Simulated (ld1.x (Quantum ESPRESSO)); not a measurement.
**titanium (Ti): variants of one TM semilocal potential**

Base potential:

ld1.x (Quantum ESPRESSO) 7.5 input, shortened:

```
&input
   title='Ti', zed=22., rel=1, dft='PBESOL', iswitch=3,
   config='[Ar] 3d2 4s1.5 4p0'
 /
 &inputp
   pseudotype=1, tm=.true., lloc=0,
   nlcc=.false.
 /
3
3P  2  1   6.00   0.00  1.10  1.10  0.0
3D  3  2   2.00   0.00  2.35  2.35  0.0
3S  1  0   2.00   0.00  1.30  1.30  0.0
 &test
   configts(1)='3s2 3p6 3d2 4s1.5 4p0'
 /
```

Occupied shells without a wave of their own: 4s. They enter only through the test configuration that unscreens the potential.

All-electron outer shells of the reference configuration (PBEsol, scalar-relativistic, ld1.x):

```json
{"shell": "2p", "level (eV)": "-447.37", "outermost node (bohr)": "–", "outermost maximum (bohr)": "0.22"}
{"shell": "3s", "level (eV)": "-65.92", "outermost node (bohr)": "0.40", "outermost maximum (bohr)": "0.87"}
{"shell": "3p", "level (eV)": "-42.25", "outermost node (bohr)": "0.37", "outermost maximum (bohr)": "0.90"}
{"shell": "3d", "level (eV)": "-7.67", "outermost node (bohr)": "–", "outermost maximum (bohr)": "0.98"}
{"shell": "4s", "level (eV)": "-7.33", "outermost node (bohr)": "1.24", "outermost maximum (bohr)": "2.85"}
{"shell": "4p", "level (eV)": "-3.92", "outermost node (bohr)": "1.38", "outermost maximum (bohr)": "3.52"}
```

Cutoffs, loose and tight: the cutoffs (Ry, on a coarse ladder) from which the occupation-weighted sum of valence levels, in a spherical-Bessel basis at the reference potential, stays within 10 and 1 mRy of its value at 400 Ry. They do not see the model core or the augmentation charge, which bear on the density cutoff. Test errors are all-electron minus pseudo excitation energies from the reference, over the configurations 3s2 3p6 3d2 4s2 4p0; 3s2 3p6 3d2 4s1 4p0; 3s2 3p6 3d2 4s0 4p0; 3s2 3p6 3d3 4s0 4p0; 3s2 3p6 3d2 4s0 4p2; 3s2 3p6 3d2 4s0 4p1; 3s1 3p6 3d2 4s2 4p0. A dash means not determined; rows that change the core or the reference have their own tests.

In the semilocal form every listed channel keeps its own potential, so the choice of the local channel does not act on these tests. It acts once the file is put into the separable form.

A semilocal file is local in each channel, so a ghost entry of none says nothing of the separable form that plane-wave codes build from it.

On the changes marked as counting shells twice: ld1.x takes every shell without a wave as core, so the model core holds the marked electrons as well and exchange and correlation see them twice. This cancels in the reference configuration, but the file is broken for other ones, and its errors say nothing about a proper core correction.

```tsv
change	outcome	cutoff, loose	cutoff, tight	bound ghosts	largest test error (meV)
base	generated, misses its reference levels by 0.20 eV	90 Ry	160 Ry	none	-463
local potential the d channel	generated, misses its reference levels by 0.20 eV	90 Ry	160 Ry	none	-463
type RRKJ, which also changes the form from semilocal to separable; local potential the p channel	generated	80 Ry	140 Ry	none	-256
reference 3s2 3p6 3d2 4s2 4p0	generated, misses its reference levels by 0.17 eV	90 Ry	160 Ry	none	-883
wave 3d (bound): rc 2.35 bohr becomes 3d (bound): rc 3.22 bohr	generated, misses its reference levels by 0.20 eV	90 Ry	160 Ry	none	-506
wave 3s (bound): rc 1.30 bohr becomes 3s (bound): rc 1.44 bohr	generated, misses its reference levels by 0.37 eV	80 Ry	140 Ry	none	-841
wave 3p (bound): rc 1.10 bohr becomes 3p (bound): rc 1.60 bohr	generated, misses its reference levels by 0.20 eV	80 Ry	110 Ry	none	-463
core correction a·sin(br)/r model core inside 0.72 bohr (4s counted twice)	generated, misses its reference levels by 0.20 eV	90 Ry	160 Ry	none	-981
all radii scaled by about 0.97 (s 1.26, p 1.06, d 2.28 bohr)	generated, misses its reference levels by 0.17 eV	90 Ry	160 Ry	none	-394
all radii scaled by about 0.75 (s 0.96, p 0.82, d 1.76 bohr)	generated	160 Ry	300 Ry	none	-86
```

**Question.** What comes out with this change to the base: reference 3s2 3p6 3d2 4s0 4p0?

**Answer.** outcome: generated; cutoff, loose: 90 Ry; cutoff, tight: 160 Ry; bound ghosts: none; largest test error (meV): +1239.

**Question.** What comes out with this change to the base: core [Ne] 3s2, valence charge 10; reference 3p6 3d2 4s0.5 4p0; waves now 3p (bound): rc 0.95 bohr; 3d (bound): rc 1.60 bohr; 4s (bound): rc 1.95 bohr?

**Answer.** outcome: generated; cutoff, loose: 90 Ry; cutoff, tight: 160 Ry; bound ghosts: none; largest test error (meV): +32.
